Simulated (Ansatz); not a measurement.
Species: VF₂ (charge 0, quartet). The spin state was set by rule; other spins were not relaxed. 
Structure (B3LYP-D3(BJ)/def2-TZVP (Ansatz, a quantum-chemistry and plane-wave program) minimum search):
SMILES: [F][V][F]
```xyz
3

V      0.0000     0.0000     0.0000
F      0.0000     0.0000     1.7795
F      0.0000     0.0000    -1.7795
```
Charge 0, spin multiplicity 4.

Wanted: atomisation energy (electronic, to ground-state atoms), in kcal/mol. Cores are frozen in the correlated levels unless marked. Open shells are spin-unrestricted. Spin-orbit coupling is left out. Frozen are the shells of the preceding noble gas and the d and f shells that filled before the atom's block. Non-relativistic. The coupled-cluster limit lacks core correlation, which all-electron functionals hold. Basis-set limits of correlation are two-point, X^-3; Hartree-Fock from the larger set. The bracket is a focal-point correction in the basis named.

```tsv
level	program	atomisation energy (kcal/mol)
revPBE-D4/def2-TZVPD	Ansatz + dftd4	288.4
B3LYP-D3(BJ)/def2-TZVPD	Ansatz + dftd3	278.1
```

Q: Predict the RI-MP2/CBS(def2-TZVPPD,def2-QZVPPD)+[CCSD(T)-MP2]/def2-TZVPPD result (Ansatz).

A: 273.4 kcal/mol
